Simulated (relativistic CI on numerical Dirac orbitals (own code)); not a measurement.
One change at a time: In VII

Base calculation: Dirac-Coulomb-Breit CI, KLI orbitals optimised for each configuration, model QED, unscaled Slater integrals.

CI space (outside the closed core [Ar] 3d10): 4s2 4p6 4d7, 4s2 4p6 4d6 5s, 4s2 4p6 4d6 4f, 4s2 4p5 4d8, 4s2 4p6 4d6 5p, 4s2 4p6 4d6 5d, 4s2 4p6 4d6 6s, 4s 4p6 4d8, 4s2 4p6 4d6 6p, 4s2 4p5 4d7 4f, 4s2 4p6 4d6 5f, 4s2 4p6 4d6 6d, 4s2 4p6 4d5 5s 5p, 4s2 4p6 4d6 7s, 4s2 4p6 4d6 5g, 4s2 4p6 4d6 7p, 4s2 4p6 4d6 6f, 4s2 4p6 4d5 4f 5s, 4s2 4p5 4d7 5s, 4s 4p6 4d7 4f, 4s2 4p5 4d7 5d, 4s2 4p6 4d5 5s2, 4s2 4p6 4d4 4f 5s2, 4s2 4p6 4d4 5s2 5p, 4s2 4p6 4d4 5s2 5d, 4s2 4p6 4d4 5s2 6s, 4p6 4d9, 4p5 4d10. Double excitations out of closed p, d and f shells are left out; levels of such configurations are missing from the list, as are those of other unlisted configurations, and high levels can miss mixing partners. These lack a partner that the ground configuration has and come out too high: 4s2 4p5 4d7 4f, 4s2 4p5 4d7 5s, 4s2 4p5 4d7 5d.

Variants: (1) configuration mixing switched off; (2) only the first 3 configurations. Shifts of the energy above 4s2 4p6 4d7 4F_9/2, in cm⁻¹, for the lowest level and the first level of each name with at least 55 % of one term (blank where a level changes its place among those of its configuration and J or its character, or is not in the variant):

| Level | Base | Δ(1) | Δ(2) | Measured |
| --- | --- | --- | --- | --- |
| 4s2 4p6 4d7 4F_9/2 | 0.0 | 0.0 | 0.0 | 0.0 |
| 4s2 4p6 4d7 4F_7/2 | 5617.2 | -112.5 | -113.3 | 5736.0 |
| 4s2 4p6 4d7 4F_5/2 | 8803.5 | -203.6 | -207.1 |  |
| 4s2 4p6 4d7 4F_3/2 | 10700.9 | -242.0 | -249.1 | 10382.0 |
| 4s2 4p6 4d7 4P_3/2 | 21132.3 | -3.4 | -55.8 | 16903.0 |
| 4s2 4p6 4d7 2G_9/2 | 22739.0 | +342.6 | +325.0 | 20666.0 |
| 4s2 4p6 4d7 4P_5/2 | 22859.5 | -642.9 | -703.0 | 18509.0 |
| 4s2 4p6 4d7 4P_1/2 | 25840.8 | -379.9 | -438.3 | 21571.0 |
| 4s2 4p6 4d7 2G_7/2 | 28244.5 | +144.6 | +114.2 | 26023.0 |
| 4s2 4p6 4d7 2H_11/2 | 29992.0 | +833.8 | +844.1 | 27662.0 |
| 4s2 4p6 4d7 2D_5/2 | 35511.3 | -1157.0 | -1222.2 | 30441.0 |
| 4s2 4p6 4d7 2P_1/2 | 35768.2 | +568.1 | +531.0 |  |
| 4s2 4p6 4d7 2H_9/2 | 36004.0 | +583.6 | +585.3 | 33744.0 |
| 4s2 4p6 4d7 2D_3/2 | 44041.3 | -523.4 | -594.9 | 39221.0 |

At this charge configurations can still be misplaced by up to about 7 % of their energy. Terms inside the open d or f shell come out 10 to 20 % too wide with unscaled integrals. 23 of the 69 excited levels that our extract of the measured tables holds in this range could be paired (the sources list more); they are missed by 6400 cm⁻¹ on average and 13808 at most, and levels without a partner can miss by more. Some levels of the ground configuration have no partner and can miss by 10 % or more.

Measured levels: measured levels as listed in Gamrath, thesis, University of Mons (2023).

Ionisation energy from the two ground configurations alone: base 109.814 eV. The NIST ASD value (theoretical) is 109 eV.

LS names give the leading component of a level, which can be under half, so a name can repeat, a term be missing and a line seem to break the LS rules.
